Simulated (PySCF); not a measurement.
What does the GFN2-xTB structure of `C1CC[SiH2]C1` look like in three dimensions?

```xyz
15
C4H10Si angstrom
C     -0.9566   -0.8513   -0.2290
C     -1.1358    0.6073    0.1816
C      0.1042    1.3815   -0.2731
Si     1.5546    0.1819    0.0292
C      0.4083   -1.3210    0.2810
H     -1.7658   -1.4723    0.1618
H     -0.9802   -0.9195   -1.3193
H     -1.2189    0.6615    1.2698
H     -2.0500    1.0270   -0.2444
H      0.0172    1.6177   -1.3344
H      0.1861    2.3300    0.2546
H      2.4391    0.0547   -1.1328
H      2.3333    0.5083    1.2276
H      0.7256   -2.2257   -0.2345
H      0.3345   -1.5721    1.3401
```

Orientation and origin are arbitrary. Atoms count from 1 in this order. Si4 (SiH2 silicon) has angles from 93.4° to 113.5°. The 5-membered ring C1–C2–C3–Si4–C5 has internal angles of 93.4° to 108.0° (sum 518°, against 540° for a flat polygon); it is puckered, 0.20 Å rms from its mean plane, widest ring torsion 52°.

Bonds between heavy atoms (Å): C1–C2 1.526, C2–C3 1.531, C3–Si4 1.906, Si4–C5 1.907, C1–C5 1.531.

Structure optimised with GFN2-xTB, isolated species.

Point group: C2 (tolerance 0.08 Å). Not checked by GFN2-xTB frequencies. The numbers are those of one conformer (C5–C1–C2–C3 52°, C1–C2–C3–Si4 -38°, C2–C3–Si4–C5 13°, C3–Si4–C5–C1 14°).

The numbers are calculated, not measured.
